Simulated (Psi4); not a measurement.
HClSSe, singlet, at a GFN2-xTB geometry; PBE/cc-pV(T+d)Z in Psi4.

Here is a job for Psi4.
```
memory 2 GB

molecule {
0 1
Se   -0.03723759    0.06956296    0.67413562
Cl    1.47045993    0.81667310   -0.68524994
S    -1.42924625   -0.88433241   -0.66004835
H    -0.86380043   -2.09926506   -0.71058827
}

set {
  basis cc-pv(t+d)z
}

energy('pbe')
print_variables()
```

Question: Write the output that Psi4 gives for this input, abridged.

Answer: 
```
   => Loading Basis Set <=

    Name: CC-PV(T+D)Z
    Role: ORBITAL
    Keyword: BASIS

         ---------------------------------------------------------
                                   SCF
               by Justin Turney, Rob Parrish, Andy Simmonett
                          and Daniel G. A. Smith
                              RKS Reference
         ---------------------------------------------------------

  ==> Geometry <==

    Molecular point group: c1
    Full point group: C1

    Geometry (in Angstrom), charge = 0, multiplicity = 1:

       Center              X                  Y                   Z               Mass
    ------------   -----------------  -----------------  -----------------  -----------------
         SE          -0.049937498898     0.044352709587     0.619403983145    79.916521800000
         CL           1.457760021102     0.791462849587    -0.739981576855    34.968852682000
         S           -1.441946158898    -0.909542660413    -0.714779986855    31.972071174400
         H           -0.876500338898    -2.124475310413    -0.765319906855     1.007825032230

  Running in c1 symmetry.

  Rotational constants: A =      0.24403  B =      0.08682  C =      0.06487 [cm^-1]
  Rotational constants: A =   7315.96341  B =   2602.65527  C =   1944.85733 [MHz]
  Nuclear repulsion =  333.409948496670154

  Charge       = 0
  Multiplicity = 1
  Electrons    = 68
  Nalpha       = 34
  Nbeta        = 34

  ==> Algorithm <==

  SCF Algorithm Type is DF.
  DIIS enabled.
  MOM disabled.
  Fractional occupation disabled.
  Guess Type is SAD.
  Energy threshold   = 1.00e-06
  Density threshold  = 1.00e-06
  Integral threshold = 1.00e-12

  ==> Primary Basis <==

  Basis Set: CC-PV(T+D)Z
    Blend: CC-PV(T+D)Z
    Number of shells: 47
    Number of basis functions: 135
    Number of Cartesian functions: 154
    Spherical Harmonics?: true
    Max angular momentum: 3

  ==> DFT Potential <==

   => LibXC <=

    Version 7.1.2
    S. Lehtola, C. Steigemann, M. J. T. Oliveira, and M. A. L. Marques,  SoftwareX 7, 1–5 (2018) (10.1016/j.softx.2017.11.002)

   => Composite Functional: PBE <=

    PBE GGA Exchange-Correlation Functional

    J.P. Perdew et. al., Phys. Rev. Lett., 77(18), 3865-3868, 1996

    Deriv               =              1
    GGA                 =           TRUE
    Meta                =          FALSE

    Exchange Hybrid     =          FALSE
    MP2 Hybrid          =          FALSE

   => Exchange Functionals <=

    1.0000     XC_GGA_X_PBE

   => Correlation Functionals <=

    1.0000     XC_GGA_C_PBE

   => LibXC Density Thresholds  <==

    XC_GGA_C_PBE:  1.00E-12
    XC_GGA_X_PBE:  1.00E-15

   => Molecular Quadrature <=

    Radial Scheme          =       TREUTLER
    Pruning Scheme         =           NONE
    Nuclear Scheme         =       TREUTLER

    Blocking Scheme        =         OCTREE
    BS radius alpha        =              1
    Pruning alpha          =              1
    Radial Points          =             75
    Spherical Points       =            302
    Total Points           =          84765
    Total Blocks           =            697
    Max Points             =            254
    Max Functions          =            135
    Weights Tolerance      =       1.00E-15

   => Loading Basis Set <=

    Name: (CC-PV(T+D)Z AUX)
    Role: JKFIT
    Keyword: DF_BASIS_SCF

  ==> Integral Setup <==

  SCF_SUBTYPE=INCORE selected. In-core MEM_DF algorithm will be used.
  Using in-core AOs.

  ==> MemDFJK: Density-Fitted J/K Matrices <==

    J tasked:                   Yes
    K tasked:                    No
    wK tasked:                   No
    Algorithm:                 Core
    Schwarz Cutoff:           1E-12
    Mask sparsity (%):       1.0535
    Fitting Condition:        1E-10

   => Auxiliary Basis Set <=

  Basis Set: (CC-PV(T+D)Z AUX)
    Blend: CC-PVTZ-JKFIT
    Number of shells: 135
    Number of basis functions: 479
    Number of Cartesian functions: 594
    Spherical Harmonics?: true
    Max angular momentum: 4

  Minimum eigenvalue in the overlap matrix is 3.2075371615E-03.
  Reciprocal condition number of the overlap matrix is 7.1587019041E-04.
    Using symmetric orthogonalization.

  ==> Pre-Iterations <==

  SCF Guess: Superposition of Atomic Densities via on-the-fly atomic UHF (no occupation information).

   -------------------------
    Irrep   Nso     Nmo
   -------------------------
     A        135     135
   -------------------------
    Total     135     135
   -------------------------

  ==> Iterations <==

                           Total Energy        Delta E     RMS |[F,P]|

   @DF-RKS iter SAD: -3257.55710154097642   -3.25756e+03   0.00000e+00
   @DF-RKS iter   1: -3259.33347220993983   -1.77637e+00   1.24770e-02 DIIS/ADIIS
   @DF-RKS iter   2: -3259.01270687405713    3.20765e-01   1.51597e-02 DIIS/ADIIS
   @DF-RKS iter   3: -3259.84588988035193   -8.33183e-01   2.78853e-03 DIIS/ADIIS
   @DF-RKS iter   4: -3259.91566527284931   -6.97754e-02   1.28683e-03 DIIS/ADIIS
   @DF-RKS iter   5: -3259.93278694723313   -1.71217e-02   3.74177e-04 DIIS/ADIIS
   @DF-RKS iter   6: -3259.93427626023004   -1.48931e-03   9.32093e-05 DIIS
   @DF-RKS iter   7: -3259.93436226717267   -8.60069e-05   5.23235e-05 DIIS
   @DF-RKS iter   8: -3259.93439317089314   -3.09037e-05   5.34385e-06 DIIS
   @DF-RKS iter   9: -3259.93439341336716   -2.42474e-07   1.73441e-06 DIIS
   @DF-RKS iter  10: -3259.93439344419812   -3.08310e-08   3.89821e-07 DIIS
  Energy and wave function converged.

  ==> Post-Iterations <==

   Electrons on quadrature grid:
      Ntotal   =   67.9999972740 ; deviation = -2.726e-06

    Orbital Energies [Eh]
    ---------------------

    Doubly Occupied:

       1A   -452.168397     2A   -100.706341     3A    -88.125163
       4A    -57.478270     5A    -51.628604     6A    -51.627244
       7A    -51.622938     8A     -9.189833     9A     -7.722048
      10A     -7.604221    11A     -7.015171    12A     -7.005359
      13A     -7.004035    14A     -5.745530    15A     -5.741504
      16A     -5.735847    17A     -5.597504    18A     -5.592971
      19A     -5.579272    20A     -2.037769    21A     -2.037295
      22A     -2.026955    23A     -2.023606    24A     -2.021212
      25A     -0.786846    26A     -0.716069    27A     -0.595315
      28A     -0.417077    29A     -0.375834    30A     -0.348824
      31A     -0.309820    32A     -0.283737    33A     -0.257213
      34A     -0.214215

    Virtual:

      35A     -0.110863    36A     -0.084351    37A     -0.025409
      38A      0.128638    39A      0.139108    40A      0.150522
      41A      0.159076    42A      0.181819    43A      0.192598
      44A      0.201465    45A      0.212436    46A      0.229990
      47A      0.246626    48A      0.265787    49A      0.271170
      50A      0.311884    51A      0.320287    52A      0.338673
      53A      0.357817    54A      0.382106    55A      0.384233
      56A      0.434568    57A      0.455399    58A      0.486882
      59A      0.495743    60A      0.533150    61A      0.550551
      62A      0.588772    63A      0.604274    64A      0.763859
      65A      0.777738    66A      0.800532    67A      0.902861
      68A      1.105655    69A      1.125852    70A      1.158910
      71A      1.176890    72A      1.187978    73A      1.206494
      74A      1.229729    75A      1.240628    76A      1.358920
      77A      1.386274    78A      1.402508    79A      1.421720
      80A      1.432797    81A      1.468955    82A      1.483420
      83A      1.486518    84A      1.509927    85A      1.528077
      86A      1.563266    87A      1.614874    88A      1.659884
      89A      1.660650    90A      1.671033    91A      1.709851
      92A      1.732175    93A      1.742586    94A      1.768319
      95A      1.772831    96A      1.808724    97A      1.819272
      98A      1.866882    99A      1.963127   100A      1.986587
     101A      2.000011   102A      2.005596   103A      2.013831
     104A      2.056054   105A      2.123942   106A      2.142122
     107A      2.159106   108A      2.167099   109A      2.263439
     110A      2.312968   111A      2.327391   112A      2.393572
     113A      2.495554   114A      3.010939   115A      3.200961
     116A      3.207252   117A      3.380029   118A      3.508775
     119A      3.590925   120A      3.726368   121A      3.886229
     122A      3.929740   123A      4.184294   124A      4.642706
     125A      5.078408   126A      6.564978   127A      6.585482
     128A      6.617518   129A      6.642247   130A      7.338885
     131A      7.874451   132A      7.879252   133A      7.938248
     134A      7.949257   135A      8.058082

    Final Occupation by Irrep:
              A
    DOCC [    34 ]
    NA   [    34 ]
    NB   [    34 ]

  @DF-RKS Final Energy: -3259.93439344419812

   => Energetics <=

    Nuclear Repulsion Energy =            333.4099484966701539
    One-Electron Energy =               -5193.2770514705161986
    Two-Electron Energy =                1740.6221828785708112
    DFT Exchange-Correlation Energy =    -140.6894733489228315
    Empirical Dispersion Energy =           0.0000000000000000
    VV10 Nonlocal Energy =                  0.0000000000000000
    Total Energy =                      -3259.9343934441981219

Computation Completed

Properties will be evaluated at   0.000000,   0.000000,   0.000000 [a0]

Properties computed using the SCF density matrix

 Multipole Moments:

 ------------------------------------------------------------------------------------
     Multipole            Electronic (a.u.)      Nuclear  (a.u.)        Total (a.u.)
 ------------------------------------------------------------------------------------

 L = 1.  Multiply by 2.5417464519 to convert [e a0] to [Debye]
 Dipole X            :          1.3643109           -1.6319552           -0.2676443
 Dipole Y            :          2.7089126           -3.2395524           -0.5306398
 Dipole Z            :          7.2078675           -7.0330902            0.1747773
 Magnitude           :                                                    0.6194830

 ------------------------------------------------------------------------------------

  Variable Map:
  ----------------------------------------------------------------------------
  "CURRENT ENERGY"              =>   -3259.934393444198
  "CURRENT REFERENCE ENERGY"    =>   -3259.934393444198
  "DD SOLVATION ENERGY"         =>       0.000000000000
  "DFT FUNCTIONAL TOTAL ENERGY" =>   -3259.934393444198
  "DFT TOTAL ENERGY"            =>   -3259.934393444198
  "DFT VV10 ENERGY"             =>       0.000000000000
  "DFT XC ENERGY"               =>    -140.689473348923
  "GRID ELECTRONS ALPHA"        =>      33.999998636990
  "GRID ELECTRONS BETA"         =>      33.999998636990
  "GRID ELECTRONS TOTAL"        =>      67.999997273981
  "NUCLEAR REPULSION ENERGY"    =>     333.409948496670
  "ONE-ELECTRON ENERGY"         =>   -5193.277051470516
  "PCM POLARIZATION ENERGY"     =>       0.000000000000
  "PE ENERGY"                   =>       0.000000000000
  "SCF ITERATION ENERGY"        =>   -3259.934393444198
  "SCF ITERATIONS"              =>      10.000000000000
  "SCF TOTAL ENERGY"            =>   -3259.934393444198
  "TWO-ELECTRON ENERGY"         =>    1740.622182878571
  "XC GRID RADIAL POINTS"       =>      75.000000000000
  "XC GRID SPHERICAL POINTS"    =>     302.000000000000
  "XC GRID TOTAL POINTS"        =>   84765.000000000000

  Array Variable Map:
  ----------------------------------------------------------------------------
  "CURRENT DIPOLE"              =>      -0.267644261367 ... 0.174777298891 1 by 3
  "SCF DIPOLE"                  =>      -0.267644261367 ... 0.174777298891 1 by 3
  "SCF TOTAL ENERGIES"          =>   -3257.557101540976 ... -3259.934393444198 1 by 11
```
